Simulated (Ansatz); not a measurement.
C3H4O, SMILES `CC1=CO1` (charge 0, multiplicity 1).

Cartesian coordinates (Å):
```xyz
8

C     -1.1041    -0.0568    -0.0171
C      0.3488     0.1039    -0.0088
C      1.5491    -0.2975     0.0863
O      1.1310     1.2513    -0.1792
H     -1.3832    -1.0962     0.1476
H     -1.5447     0.5683     0.7632
H     -1.5029     0.2814    -0.9765
H      2.5060    -0.7544     0.1845
```
Charge 0, multiplicity 1.

Frozen-core energies in 6-31g from Ansatz (a program for electronic structure) at a geometry from B3LYP-D3(BJ)/def2-TZVP; the HF reference has <S^2> = 0.00 (restricted, and unstable towards unrestricted orbitals) and the T1 diagnostic is 0.016.

| level | energy (Ha) |
|---|---|
| HF | -190.54205 |
| MP2 | -190.94210 |
| CCSD | -190.96812 |
| CCSD(T) | -190.98238 |

Estimate the energies of CCSDT and CCSDT(Q), and give each level's difference from CCSDT(Q).


| level | energy (Ha) | difference from CCSDT(Q) (mHa) |
|---|---|---|
| MP2 | -190.94210 | 42.71 |
| CCSD | -190.96812 | 16.68 |
| CCSD(T) | -190.98238 | 2.43 |
| CCSDT | -190.98289 | 1.91 |
| CCSDT(Q) | -190.98480 | 0.00 |
